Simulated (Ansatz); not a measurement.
A nudged elastic band was laid between two geometries of Ge2H6O (9 atoms, charge 0, multiplicity 1).

The calculation used RKS PBE-D4/def2-SVP in Ansatz.

```yaml
movable_images: 5
climbing_image: yes
spring: 5.0 eV/Å²
optimiser: quadratic models (default)
start_path: through a guess of the saddle point
force_threshold: 0.05 eV/Å
iteration_limit: 60
end_points: relaxed
```

First end point:

```xyz
9
Properties=species:S:1:pos:R:3
Ge 0.434 -0.063 -0.128
Ge 1.023 0.027 2.243
H -0.256 -0.128 3.112
H 2.008 -1.111 2.624
H 1.677 1.391 2.587
H 1.646 0.235 -1.045
O -0.722 1.274 -0.527
H -1.519 1.214 0.032
H -0.188 -1.447 -0.497
```

Last end point:

```xyz
9
Properties=species:S:1:pos:R:3
Ge 0.268 0.108 -1.133
Ge 1.298 0.021 2.052
H -0.166 -0.352 2.368
H 2.274 -0.853 2.880
H 1.558 1.525 2.273
H 1.587 -0.256 0.521
O -0.700 1.385 -0.245
H -1.424 0.995 0.281
H -0.592 -1.178 -0.597
```

**Question.** Which bonds break or form, and what moves?

**Answer.** Bonds broken: Ge1–Ge2, Ge1–H6. Bonds formed: Ge2–H6. Ge2H6O becomes GeH2O + GeH4.

**Question.** What energy profile does the band end with?

**Answer.** The forces met the threshold. The highest image is number 3 of 0 to 6, 1.72 eV above the first end and 0.70 eV above the last; the last end lies 1.02 eV above the first. A vibrational analysis at the climbing image gives one clearly imaginary mode, 680i cm⁻¹: a first-order saddle point. The orbitals stay closed-shell, which can raise the energy where a bond breaks towards radicals; this wasn't checked here.

```csv
image,path coordinate (Å),energy (eV),Ge1–Ge2 (Å),Ge1–H6 (Å),Ge2–H6 (Å)
0,0.00,0.00,2.44,1.55,3.35
1,0.56,0.08,2.40,1.54,3.20
2,1.13,0.85,2.42,1.52,2.76
3,1.69,1.72,2.71,1.57,2.36
4,2.49,1.16,3.01,1.87,1.67
5,3.29,1.02,3.34,2.09,1.59
6,4.09,1.02,3.35,2.15,1.58
```

**Question.** What is the geometry of the highest image?

**Answer.** 
```xyz
9
Properties=species:S:1:pos:R:3:forces:R:3
Ge 0.381 -0.069 -0.688 0.01 -0.03 -0.01
Ge 1.004 -0.004 1.947 0.00 0.00 0.00
H -0.402 -0.002 2.632 0.00 0.00 0.00
H 1.834 -1.198 2.499 0.00 0.00 0.00
H 1.703 1.326 2.351 0.00 0.00 0.00
H 1.793 0.431 -0.235 0.01 0.01 0.00
O -0.896 1.206 -0.472 -0.03 0.03 0.00
H -1.320 1.142 0.405 0.00 -0.01 0.01
H 0.007 -1.440 -0.038 0.00 0.00 0.00
```

**Question.** What are the harmonic wavenumbers there?

**Answer.** 680i, 93, 103, 194, 242, 364, 372, 434, 598, 645, 748, 825, 841, 855, 900, 2003, 2006, 2034, 2055, 2071, 3707 cm⁻¹.

Run time: 77 s on 4 threads of AMD EPYC 7B13 (Zen 3) (shared host), peak memory 0.19 GiB.
